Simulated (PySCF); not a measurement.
Computed IR spectrum (relative IR intensity) of a molecule C2H4ClNOSi. Geometry optimised at PBE-D3(BJ)/def2-SVP. The values are those of a single conformer. Level of theory: PBE-D3(BJ)/def2-SVP (PySCF). Frequencies are harmonic and unscaled.

Lines under 2 % of the strongest are left out, and lines within 2 cm⁻¹ are merged.

```csv
ν (cm⁻¹),relative intensity
281,5.5
501,8.3
533,22
657,27
667,9.6
753,36
838,100
863,63
1166,90
1226,16
1371,5.0
2249,44
2313,100
```

**Question.** Identify the compound among the candidates.
A) C[Si@@H](Cl)OC#N
B) Cl[SiH2][C@H]1N=CO1
C) CC1=N[Si@@H](Cl)O1
D) C#C[Si@](N)(O)Cl

**Answer.** A, C[Si@@H](Cl)OC#N
